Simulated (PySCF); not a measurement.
# Löwdin shares of the frontier orbitals

C₇H₉FO.
Cartesian coordinates in Å at the PBE0-D3(BJ)/def2-SVP level; atoms count from 1:
```
atom  x, y, z in Å
C1    -0.9563    2.0939   -1.5455
C2    -0.8455    0.9621   -1.1274
C3    -0.7256   -0.3867   -0.6117
C4    -1.7505   -0.7457    0.5057
C5    -0.6617   -0.5244    1.5733
C6     0.3884   -0.5845    0.4742
F7     0.8699   -1.8727    0.3354
O8     1.4140    0.2897    0.5888
C9     2.3081    0.3214   -0.5021
H10   -1.0519    3.0975   -1.9161
H11   -0.6501   -1.1139   -1.4349
H12   -2.0688   -1.7941    0.4318
H13   -2.6349   -0.0988    0.5576
H14   -0.5481   -1.2755    2.3664
H15   -0.6934    0.4825    2.0101
H16    2.8402   -0.6368   -0.6089
H17    1.7832    0.5554   -1.4438
H18    3.0332    1.1183   -0.2959
```

Theory: TDDFT CAM-B3LYP/def2-SVPD, vertical, gas phase, core orbitals frozen in the response in PySCF 2.14.0, density-fitted response routines.

Frontier orbitals with the atoms that hold most of them (Löwdin shares over 4%, at most four atoms; ? is withheld):

```csv
orbital,ε (eV),atoms
HOMO-3,-10.79,"O8 23%, C5 14%, F7 12%, C6 11%"
HOMO-2,-9.96,"O8 46%, C2 12%, C1 11%, C9 9%"
HOMO-1,-9.22,"C1 38%, C2 35%, C3 8%, C4 6%"
HOMO,-8.95,?
LUMO,1.33,?
LUMO+1,1.64,"C1 14%, C9 12%, C4 10%, H12 9%"
LUMO+2,1.73,"C1 23%, C2 20%, H11 10%, C3 10%"
```

Give the leading atoms of the HOMO.

C1 (bonded to C and H) 27%; C2 (bonded to 2 C) 23%; O8 (bonded to 2 C) 12%; C3 (bonded to 3 C and H) 11%. By element: carbon 61% or more, oxygen 12%.

Which atoms hold the LUMO, and with what shares?

C1 (bonded to C and H) 18%; C4 (bonded to 2 C and 2 H) 9%; C9 (bonded to O and 3 H) 9%; C2 (bonded to 2 C) 9%.

The HOMO–LUMO gap is 10.27 eV. Where does the response calculation put the lowest singlet, and from which orbitals?

S1 is at 6.37 eV (f = 0.0000), 3.91 eV below the gap, made of HOMO-1→LUMO+2 (37%), HOMO→LUMO+1 (11%), HOMO→LUMO+5 (10%). Its leading pair isn't HOMO and LUMO; the energies of that pair differ by 10.95 eV. 

One configuration dominates each of S4 and S5. Which, and how do the shares of the two leading atoms of either orbital change from the occupied to the empty one?

- S4 (7.51 eV, f 0.034), HOMO→LUMO (72%): C1 27% → 18%, C2 23% → 9%, C4 at most 11% → 9%
- S5 (7.68 eV, f 0.036), HOMO-1→LUMO (71%): C1 38% → 18%, C2 35% → 9%, C4 6% → 9%

One conformer stands for the species.
